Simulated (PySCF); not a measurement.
Highest orbital energy against ionisation energy along group 14

Calculated with PySCF 2.14, no spin-orbit coupling. Each cell gives −ε(HOMO) / ΔSCF in eV; NIST values include spin-orbit coupling, (s) semi-empirical, (t) theoretical.

```csv
species,UHF,LDA,PBE,PBE0,r2SCAN,NIST (lowest levels)
"C(2+) (aug-cc-pwCVDZ, non-relativistic)",46.077 / 45.769,40.137 / 46.934,40.349 / 47.107,42.022 / 47.041,40.640 / 46.595,47.888
"Si(2+) (aug-cc-pwCVDZ, non-relativistic)",32.166 / 31.981,28.633 / 33.543,28.518 / 33.415,29.660 / 33.281,28.673 / 32.889,33.493
"Ge(2+) (aug-cc-pwCVDZ-PP with ECP10MDF, ECP)",32.450 / 32.206,29.569 / 34.761,29.141 / 34.302,30.194 / 33.965,29.522 / 34.038,34.058
"Sn(2+) (aug-cc-pwCVDZ-PP with ECP28MDF, ECP)",28.786 / 28.538,26.619 / 31.282,26.170 / 30.796,27.059 / 30.427,26.374 / 30.466,30.506
"Pb(2+) (aug-cc-pwCVDZ-PP with ECP60MDF, ECP)",30.096 / 29.763,27.822 / 32.600,27.380 / 32.099,28.324 / 31.753,27.573 / 31.848,31.937
```

Q: How far is −ε(HOMO) from ΔSCF on average for each method, and why?

A: UHF 0.26 eV; LDA -5.27 eV; PBE -5.23 eV; PBE0 -3.84 eV; r2SCAN -4.61 eV. Hartree-Fock orbital energies lack relaxation and so exceed the ΔSCF value; semilocal functionals have convex E(N) from self-interaction, so their HOMO lies far too high; exact exchange moves hybrids part of the way back.
